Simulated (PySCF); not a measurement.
Q: What does the GFN2-xTB structure of `C=C1C=C(C)C=C1F` look like in three dimensions?

A: 
```
atom  x, y, z in Å
C1    -2.542   -0.704    0.430
C2    -1.328   -0.235    0.138
C3    -0.023   -0.777    0.496
C4     0.939    0.022   -0.007
C5     2.412   -0.130    0.103
C6     0.310    1.134   -0.725
C7    -1.017    0.973   -0.634
F8    -1.974    1.761   -1.148
H9    -2.674   -1.604    1.005
H10   -3.432   -0.196    0.097
H11    0.112   -1.674    1.070
H12    2.859   -0.205   -0.888
H13    2.845    0.742    0.593
H14    2.666   -1.019    0.674
H15    0.843    1.920   -1.226
```

Any rigid rotation of these coordinates is as good. Atoms count from 1 in this order. Of the pairs four or more bonds apart, F8···H10 is among the closest relative to their van der Waals radii: 2.74 Å, 103 % of the sum of Bondi's values. The 5-membered ring C2–C3–C4–C6–C7 has internal angles of 104.2° to 110.1°; it is planar, 0.00 Å rms from its mean plane, widest ring torsion 0°. The 8 heavy atoms lie in one plane (0.000 Å rms). The 7 C–C bonds span 1.334 Å (C1=C2, drawn double) to 1.485 Å (C4–C5, drawn single), a spread of 0.151 Å.

Bonds between heavy atoms (Å): C1=C2 1.334, C2–C3 1.458, C3=C4 1.348, C4–C5 1.485, C4–C6 1.466, C6=C7 1.340, C7–F8 1.341, C2–C7 1.467.

Structure optimised with GFN2-xTB, isolated species.

Point group: Cs (every atom within 0.08 Å of its image). GFN2-xTB frequencies: not computed here.
